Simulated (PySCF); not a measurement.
5-fluorocyclopenta-1,3-diene (C5H5F), SMILES FC1C=CC=C1.

The structure is a stationary point at B3LYP-D3(BJ)/def2-SVP. The values are those of a single conformer.

Two levels are set side by side: PBE/def2-TZVP (PySCF) and PBE0/def2-TZVP (PySCF). Same geometry, gas phase. Differences are taken from unrounded values.

```json
[
 {"quantity": "orbital gap (eV)", "PBE0": "5.37"},
 {"quantity": "highest occupied level (eV)", "PBE0": "-6.73"},
 {"quantity": "lowest empty level (eV)", "PBE0": "-1.36"},
 {"quantity": "dipole moment (D)", "PBE0": "1.85"},
 {"quantity": "mean polarisability (bohr³)", "PBE0": "54.4"}
]
```

Question: What does PBE give, and how far is it from PBE0? (An estimate is asked for; the answer gives what the named calculation found.)

Answer: 
```tsv
quantity	PBE	PBE minus PBE0
orbital gap (eV)	3.37	-2.00
highest occupied level (eV)	-5.69	1.04
lowest empty level (eV)	-2.32	-0.96
dipole moment (D)	1.72	-0.13
mean polarisability (bohr³)	55.7	1.3
```

Without exact exchange PBE keeps part of each electron's self-repulsion, which lifts occupied levels and narrows the gap. Differences between two approximate levels are no errors against the true value.

Rough cost on one machine, each run with all the roots and properties that it gave: PBE0 against PBE within a factor of 2.
